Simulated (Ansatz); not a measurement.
Abridged output of a molecular run in Ansatz:

```
Functional definition: HF
1256 factors; integrals over basis functions are off by at most 1.1e-3 eV
mean field evaluation 1: about -28770.7104 eV, gradient 2.5e1 eV
mean field evaluation 2: about -28770.7144 eV, gradient 2.5e1 eV
mean field evaluation 4: about -28773.3836 eV, gradient 2.9e0 eV
mean field evaluation 8: about -28773.4297 eV, gradient 8.2e-5 eV
mean field -28773.42974023 eV, -1057.4040396223 hartree, gradient 2.5e-6 eV, S^2 0.000000; 0 other end points of the search recorded, 0 dependent functions left out
21 core orbitals not correlated: weight in the atoms' cores, before any rotation towards them, 1.000 or more for the frozen orbitals, at most 0.000 for the correlated occupied ones
reference -28773.42974023 eV, -1057.4040396223 hartree; 13, 13 occupied and 97, 97 virtual orbitals, 1256 factors
second order -11.71702726 eV of doubles, -0.00000000 eV of singles
cycle   1  -13.37320770 eV  change    -1.7e0 eV  update   1.0e-1
cycle   2  -13.99099360 eV  change   -6.2e-1 eV  update   3.6e-2
cycle   3  -14.03220397 eV  change   -4.1e-2 eV  update   1.2e-2
cycle   4  -14.02729637 eV  change    4.9e-3 eV  update   4.8e-3
cycle   5  -14.02597964 eV  change    1.3e-3 eV  update   1.9e-3
cycle   6  -14.02568732 eV  change    2.9e-4 eV  update   8.0e-4
cycle   7  -14.02560118 eV  change    8.6e-5 eV  update   3.1e-4
cycle   8  -14.02566209 eV  change   -6.1e-5 eV  update   1.3e-4
cycle   9  -14.02568695 eV  change   -2.5e-5 eV  update   4.5e-5
cycle  10  -14.02566653 eV  change    2.0e-5 eV  update   1.7e-5
perturbative correction -0.39036842 eV, -0.0143457750 hartree
Total energy: -28787.84577519 eV, -1057.9338191354 hartree
```

Its atoms:

Z-matrix (Å, degrees):
```
C
Si 1 1.884
H 1 1.092 2 111.0
H 1 1.092 2 110.7 3 120.1
H 1 1.092 2 110.7 3 -120.1
Al 2 2.471 1 115.8 3 180.0
H 2 1.496 1 108.9 3 -57.7
H 2 1.496 1 108.9 3 57.2
Al 6 2.574 2 116.6 1 -178.6
Al 6 2.575 2 118.9 1 1.3
H 9 1.596 6 121.8 2 -90.5
H 9 1.596 6 121.6 2 90.4
H 10 1.596 6 121.8 2 90.1
H 10 1.596 6 121.7 2 -90.1
```

Q: Which basis set was used?
A. def2-QZVPP
B. def2-TZVPP
C. def2-SVP
D. cc-pV(T+d)Z

A: C. It gives 131 functions.

Q: Write the keys of the input that set method, charge and spin (a neutral closed shell needs none for the last two).

A: 
```yaml
correlation: {method: ccsd_t}
```
